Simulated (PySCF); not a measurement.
Computed IR spectrum (relative IR intensity) of a molecule CH₆ClNO₂Si. Geometry: PBE-D3(BJ)/def2-SVP. The values are those of a single conformer. These are PBE-D3(BJ)/def2-SVP (PySCF 2.14.0) values and carry that method's errors. Frequencies are harmonic and unscaled.

Lines under 2 % of the strongest are left out, and lines within 2 cm⁻¹ are merged.

ν (cm⁻¹): 113 (vw), 144 (m), 178 (w), 207 (w), 247 (w), 277 (w), 323 (m), 337 (w), 376 (w), 478 (m), 684 (m), 704 (w), 778 (s), 799 (s), 871 (vs), 892 (vw), 936 (m), 1058 (w), 1072 (vw), 1592 (w), 2967 (w), 3023 (vw), 3765 (m), 3768 (m) (against the strongest line: vs over 80 %, s over 45 %, m over 15 %, w over 4 %, vw less)

### Question
Identify the compound among the candidates.
(A) CO[Si](N)(O)Cl
(B) NC[Si](O)(O)Cl
(C) CN[Si](O)(O)Cl

### Answer
B, NC[Si](O)(O)Cl
